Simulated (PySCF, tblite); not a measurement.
Isomers of [C6H11FP]+ (charge +1), one GFN2-xTB conformer each. Single-point energies are computed at PBE0/pcSseg-1 (PySCF, gas phase, no added dispersion term), electronic only.

```tsv
SMILES	GFN2-xTB relative energy (kcal/mol)
F[C@H]1C[P@H+](C2CC2)C1	17.4
CC[P@H+]1CC=C(F)C1	0.0
```

Conformers: `[F:1][C@H:2]1[CH2:3][P@H+:4]([CH:5]2[CH2:6][CH2:7]2)[CH2:8]1` (charge +1) with C3–P4–C5–C6 98°, F1–C2–C3–P4 93°, C2–C3–P4–C5 137°, P4–C5–C6–C7 107°, C3–P4–C8–C2 -17°; `[CH3:1][CH2:2][P@H+:3]1[CH2:4][CH:5]=[C:6]([F:7])[CH2:8]1` (charge +1) with C1–C2–P3–C4 180°.

**Question.** What does PBE0/pcSseg-1 give for the same structures?

**Answer.** 
```json
{"SMILES": "CC[P@H+]1CC=C(F)C1", "PBE0/pcSseg-1 E (Eh)": "-675.63213", "PBE0/pcSseg-1 (kcal/mol)": "0.0", "GFN2-xTB (kcal/mol)": "0.0", "point group": "C1"}
{"SMILES": "F[C@H]1C[P@H+](C2CC2)C1", "PBE0/pcSseg-1 E (Eh)": "-675.59649", "PBE0/pcSseg-1 (kcal/mol)": "22.4", "GFN2-xTB (kcal/mol)": "17.4", "point group": "Cs"}
```

Both levels put the same isomer lowest. As drawn, the higher has a three-membered ring and a four-membered ring, which the lower lacks.

**Question.** Which frontier levels and rotational constants go with these structures?

**Answer.** 
```json
{"SMILES": "CC[P@H+]1CC=C(F)C1", "HOMO (eV, PBE0/pcSseg-1)": "-11.71", "LUMO (eV)": "-4.44", "A, B, C (MHz)": "3243, 1053, 877.7"}
{"SMILES": "F[C@H]1C[P@H+](C2CC2)C1", "HOMO (eV, PBE0/pcSseg-1)": "-13.37", "LUMO (eV)": "-4.86", "A, B, C (MHz)": "4931, 890.5, 849.0"}
```

**Question.** What happens when harmonic zero-point energies from GFN2-xTB frequencies are added?

**Answer.** 
| SMILES | ZPE (kcal/mol) | electronic (kcal/mol) | with ZPE (kcal/mol) |
| --- | --- | --- | --- |
| CC[P@H+]1CC=C(F)C1 | 95.5 | 0.0 | 0.0 |
| F[C@H]1C[P@H+](C2CC2)C1 | 96.1 | 22.4 | 22.9 |

The zero-point energies span 0.6 kcal/mol. The order is unchanged.
